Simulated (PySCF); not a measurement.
# NMR parameters of SiMe2(pyrrolidide)2

SiMe2(pyrrolidide)2, C10H22N2Si, point group C1.

Bonds: Si1-C2, Si1-C6, Si1-N10, Si1-N23, N10-C11, N10-C14, C11-C12, C12-C13, C13-C14, N23-C24, N23-C27, C24-C25, C25-C26, C26-C27. C2 carries H3, H4, H5; C6 carries H7, H8, H9; C11 carries H15, H16; C12 carries H17, H18; C13 carries H19, H20; C14 carries H21, H22; C24 carries H28, H29; C25 carries H30, H31; C26 carries H32, H33; C27 carries H34, H35.

GIAO calculations in PySCF 2.14 on the PBE0-D3(BJ)/def2-SVP structure: isolated species, non-relativistic, equivalent atoms averaged; basis pcSseg-1.

Problem. Give the isotropic shieldings (ppm) with PBE0, wB97X-D.

Solution. 
```json
{"atoms": "Si1", "environment": "silicon bonded to 2 C, 2 N", "PBE0": "361.9", "wB97X-D": "361.1"}
{"atoms": "N10/N23", "environment": "nitrogen bonded to 2 C, Si", "PBE0": "220.1", "wB97X-D": "223.7"}
{"atoms": "C11/C14/C24/C27", "environment": "carbon bonded to C, N, 2 H", "PBE0": "135.8", "wB97X-D": "136.3"}
{"atoms": "C12/C13/C25/C26", "environment": "carbon bonded to 2 C, 2 H", "PBE0": "154.2", "wB97X-D": "154.6"}
{"atoms": "C2/C6", "environment": "carbon bonded to Si, 3 H", "PBE0": "187.5", "wB97X-D": "187.3"}
{"atoms": "H15/H16/H21/H22/H28/H29/H34/H35", "environment": "hydrogen on a carbon bonded to C, N", "PBE0": "28.35", "wB97X-D": "28.53"}
{"atoms": "H17/H18/H19/H20/H30/H31/H32/H33", "environment": "hydrogen on a carbon bonded to 2 C", "PBE0": "29.64", "wB97X-D": "29.79"}
{"atoms": "H3/H4/H5/H7/H8/H9", "environment": "hydrogen on a carbon bonded to Si", "PBE0": "31.16", "wB97X-D": "31.28"}
{"atoms": "HOMO–LUMO gap (eV)", "environment": "–", "PBE0": "6.66", "wB97X-D": "10.30"}
```

Problem. And the chemical shifts, against references computed in the same way?

Solution. 
```csv
atoms,"nucleus, reference",PBE0,wB97X-D
Si1,"29Si, TMS",-9.9,-8.2
N10/N23,"15N, NH3",45.5,40.3
C11/C14/C24/C27,"13C, TMS",48.7,48.3
C12/C13/C25/C26,"13C, TMS",30.2,29.9
C2/C6,"13C, TMS",-3.1,-2.8
H15/H16/H21/H22/H28/H29/H34/H35,"1H, TMS",2.92,2.85
H17/H18/H19/H20/H30/H31/H32/H33,"1H, TMS",1.63,1.59
H3/H4/H5/H7/H8/H9,"1H, TMS",0.11,0.10
```

Problem. Which part of the shielding of Si1 depends on the functional?

Solution. Diamagnetic: PBE0 886, wB97X-D 886 ppm; paramagnetic: PBE0 -524, wB97X-D -525 ppm. The diamagnetic part, set mainly by inner electrons, hardly moves; the paramagnetic part goes with low-lying magnetically allowed excitations and carries the spread.

Experimental scales use liquid or dissolved standards, which lie at an offset from isolated NH3 (liquid NH3: subtract about 20 ppm).
